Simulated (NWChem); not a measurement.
CH4AlF2N; SMILES C[NH][Al]([F])[F]

```xyz
9

Al     0.0134    -0.5495     0.0000
F      0.9971    -1.8976     0.0000
F     -1.6443    -0.7519     0.0000
N      0.7041     1.0766     0.0000
C     -0.0183     2.3403     0.0000
H      1.7205     1.1952     0.0000
H      0.2032     2.9624    -0.8974
H      0.2032     2.9624     0.8974
H     -1.1108     2.1517     0.0000
```
Atoms are numbered in this order, from 1.

Program: NWChem. Pople sets run with spherical d functions. Geometry: optimised at PBE-D3(BJ)/def2-SVP. Atomic charges in e: unrestrained fits to the electrostatic potential beside Mulliken populations; buried atoms are poorly determined by the fit.

Question: Predict the results for Hartree-Fock/6-31G*. Quantities: ESP Al1; Mulliken Al1; ESP F2; Mulliken F2; ESP F3; Mulliken F3; ESP N4; Mulliken N4; ESP C5; Mulliken C5; relative RMS misfit of the potential (%).

Answer: The ESP Al1 is 1.41, the Mulliken Al1 is 1.52 and the ESP F2 is -0.52. The Mulliken F2 is -0.60, the ESP F3 comes out as -0.50 and the Mulliken F3 is -0.60. The ESP N4 comes out as -1.02, the Mulliken N4 is -0.93 and the ESP C5 comes out as 0.40. The Mulliken C5 comes out as -0.26 and the relative RMS misfit of the potential (%) is 23.
